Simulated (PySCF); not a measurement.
Molecule: SMILES C[O+](C)[BH2-]C[SiH3], C3H13BOSi.

Molfile (atoms numbered from 1):
```
C3H13BOSi
     RDKit          3D

 19 18  0  0  0  0  0  0  0  0999 V2000
   -1.9867    0.5087    0.9570 C   0  0  0  0  0  0  0  0  0  0  0  0
   -1.3441   -0.5427    0.2547 O   0  0  0  0  0  0  0  0  0  0  0  0
   -1.7782   -0.6972   -1.0868 C   0  0  0  0  0  0  0  0  0  0  0  0
    0.2977   -0.7145    0.5229 B   0  0  0  0  0  0  0  0  0  0  0  0
    1.0661    0.5295   -0.1396 C   0  0  0  0  0  0  0  0  0  0  0  0
    2.9100    0.3636    0.1658 Si  0  0  0  0  0  4  0  0  0  0  0  0
   -1.7542    1.4835    0.4987 H   0  0  0  0  0  0  0  0  0  0  0  0
   -1.6062    0.4811    1.9837 H   0  0  0  0  0  0  0  0  0  0  0  0
   -3.0731    0.3366    0.9472 H   0  0  0  0  0  0  0  0  0  0  0  0
   -1.2609   -1.5757   -1.4873 H   0  0  0  0  0  0  0  0  0  0  0  0
   -1.5212    0.1920   -1.6848 H   0  0  0  0  0  0  0  0  0  0  0  0
   -2.8664   -0.8572   -1.0969 H   0  0  0  0  0  0  0  0  0  0  0  0
    0.3307   -0.7521    1.7443 H   0  0  0  0  0  0  0  0  0  0  0  0
    0.5094   -1.7948   -0.0087 H   0  0  0  0  0  0  0  0  0  0  0  0
    0.9409    0.5913   -1.2365 H   0  0  0  0  0  0  0  0  0  0  0  0
    0.7707    1.5073    0.2837 H   0  0  0  0  0  0  0  0  0  0  0  0
    3.4561   -0.8840   -0.4562 H   0  0  0  0  0  0  0  0  0  0  0  0
    3.2200    0.3239    1.6300 H   0  0  0  0  0  0  0  0  0  0  0  0
    3.6698    1.5190   -0.4179 H   0  0  0  0  0  0  0  0  0  0  0  0
  1  2  1  0
  2  3  1  0
  2  4  1  0
  4  5  1  0
  5  6  1  0
  1  7  1  0
  1  8  1  0
  1  9  1  0
  3 10  1  0
  3 11  1  0
  3 12  1  0
  4 13  1  0
  4 14  1  0
  5 15  1  0
  5 16  1  0
  6 17  1  0
  6 18  1  0
  6 19  1  0
M  CHG  2   2   1   4  -1
M  END
```

Geometry PBE0-D3(BJ)/def2-SVP throughout; GIAO in PySCF 2.14, gas phase, one conformer, non-relativistic; equivalent atoms averaged; functional PBE0.

Problem. How do the absolute shieldings σ depend on the basis set? (ppm; last column core-seconds on shared hosts with different chips, so compare them loosely)

Solution. 
| basis set | functions | C1/C3 | C5 | O2 | B4 | Si6 | H7/H8/H9/H10/H11/H12 | H13/H14 | H17/H18/H19 | H15/H16 | core-s |
| --- | --- | --- | --- | --- | --- | --- | --- | --- | --- | --- | --- |
| STO-3G | 47 | 178.0 | 242.3 | 393.7 | 112.8 | 579.9 | 30.04 | 30.48 | 31.21 | 33.42 | 2.8 |
| 6-31G | 84 | 138.6 | 205.6 | 326.4 | 104.5 | 492.2 | 28.94 | 28.41 | 29.08 | 32.79 | 5.9 |
| pcSseg-0 | 84 | 126.0 | 203.9 | 344.3 | 94.7 | 459.6 | 29.07 | 28.54 | 29.05 | 33.34 | 8.8 |
| 6-31G* | 114 | 134.3 | 199.9 | 324.6 | 102.3 | 458.8 | 28.53 | 28.27 | 27.95 | 32.17 | 8.1 |
| def2-SVP | 153 | 133.6 | 200.3 | 329.0 | 101.0 | 479.1 | 28.05 | 27.98 | 27.53 | 31.52 | 10 |
| cc-pVDZ | 153 | 135.7 | 201.6 | 325.5 | 101.7 | 482.3 | 27.93 | 27.82 | 27.56 | 31.31 | 21 |
| pcSseg-1 | 174 | 120.8 | 191.6 | 321.0 | 90.4 | 421.1 | 27.82 | 27.89 | 27.49 | 31.42 | 28 |
| 6-311+G(2d,p) | 248 | 123.9 | 192.1 | 317.7 | 92.8 | 413.3 | 28.06 | 28.00 | 27.47 | 31.49 | 22 |
| aug-cc-pVDZ | 259 | 135.2 | 201.1 | 326.5 | 99.7 | 481.4 | 27.86 | 27.84 | 27.50 | 31.34 | 46 |
| def2-TZVP | 270 | 123.0 | 192.5 | 317.1 | 92.3 | 401.0 | 28.06 | 27.97 | 27.41 | 31.52 | 26 |

Problem. Which nucleus moves most, in ppm?

Solution. Si6 (silicon bonded to C, 3 H): from 401.0 ppm with def2-TZVP to 579.9 ppm with STO-3G. The smallest spread is 2.10 ppm, at H15/H16. Proton shifts span only some 12 ppm, so a few tenths of a ppm matter as much there as several ppm in carbon.

Problem. Taking the largest basis, def2-TZVP (270 functions), as the yardstick, rank the others by their worst heavy-atom deviation.

Solution. 6-311+G(2d,p) 12.3 ppm (248 functions), pcSseg-1 20.1 ppm (174 functions), 6-31G* 57.8 ppm (114 functions), pcSseg-0 58.6 ppm (84 functions), def2-SVP 78.1 ppm (153 functions), aug-cc-pVDZ 80.4 ppm (259 functions), cc-pVDZ 81.3 ppm (153 functions), 6-31G 91.2 ppm (84 functions), STO-3G 179.0 ppm (47 functions).

A small basis that lands close on one nucleus may do so by chance; judge by the trend and by all nuclei.
